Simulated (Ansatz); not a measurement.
C2H7BSe (`CB(C)[SeH]`) at its PBE0-D4/def2-TZVP geometry, where that method's forces vanish. Charge 0, multiplicity 1.

```
atom   x (Å)   y (Å)   z (Å)
  C1  -1.139   0.744   0.748
  B2  -0.085  -0.262   0.171
  C3   0.964   0.179  -0.904
 Se4  -0.168  -2.076   0.840
  H5  -1.920   0.303   1.369
  H6  -0.612   1.490   1.356
  H7  -1.615   1.307  -0.062
  H8   1.340   1.187  -0.704
  H9   0.449   0.238  -1.872
 H10   1.812  -0.495  -1.030
 H11   0.974  -2.614   0.088
```

(1) For each bond, give half the difference of the two atoms' forces along it (eV/Å; positive pushes the atoms apart) under PBE-D4, r2SCAN-D4, B3LYP-D4, ωB97M-V in def2-TZVPP. (An estimate is asked.)

Results:

(1) Computed: 
```
   bond  length (Å)  PBE-D4  r2SCAN-D4  B3LYP-D4  ωB97M-V
  C1–B2       1.567   -0.05      -0.01      0.01     0.07
  C1–H5       1.091    0.11      -0.02     -0.03    -0.05
  C1–H6       1.097    0.14       0.00     -0.04    -0.06
  C1–H7       1.095    0.14       0.00     -0.04    -0.07
  B2–C3       1.564   -0.08      -0.02      0.01     0.07
 B2–Se4       1.936    0.10       0.09      0.14     0.00
  C3–H8       1.095    0.13      -0.01     -0.04    -0.07
  C3–H9       1.098    0.13       0.00     -0.04    -0.06
 C3–H10       1.091    0.12      -0.02     -0.03    -0.06
Se4–H11       1.469    0.28      -0.01      0.04    -0.11
```

B3LYP here is the variant with VWN-RPA as its local correlation; programs differ in this.
